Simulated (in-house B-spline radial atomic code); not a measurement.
Relativistic effects in V⁷⁺, [Ne] 3s2 3p4: non-relativistic Hartree-Fock (point nucleus) against Dirac-Hartree-Fock (Fermi nucleus of rms radius 3.6002 fm), both averages of the configuration, computed with a radial B-spline atomic code at the basis-set limit.

| orbital | ε NR (Eh) | ε Dirac (Eh) | <r> NR (bohr) | <r> Dirac (bohr) | change of <r> (%) |
| --- | --- | --- | --- | --- | --- |
| 1s1/2 | -206.79 | ? | 0.067 | ? | ? |
| 2s1/2 | -29.088 | ? | 0.3076 | ? | ? |
| 2p1/2 | -25.235 | -25.455 | 0.2733 | 0.2705 | -1.0 |
| 2p3/2 | -25.235 | -25.187 | 0.2733 | 0.2731 | -0.1 |
| 3s1/2 | -7.56 | -7.6119 | 0.8786 | 0.873 | -0.6 |
| 3p1/2 | -6.4519 | -6.4877 | 0.8987 | 0.8933 | -0.6 |
| 3p3/2 | -6.4519 | -6.4472 | 0.8987 | 0.8984 | 0.0 |

Task: What happens to 2s1/2?

Result: Its energy goes to -29.377 hartree and <r> to 0.3047 bohr (-0.93 %).

Task: What happens to 1s1/2?

Result: Its energy goes to -208.24 hartree and <r> to 0.06638 bohr (-0.92 %).

Task: What explains the pattern of contraction and expansion?

Result: The s and p1/2 orbitals contract directly, as their density near the nucleus moves at relativistic speed. Nothing expands appreciably in this ion.

Task: By how much does the total energy change?

Result: By -5.3934 hartree, from -926.871 to -932.265.
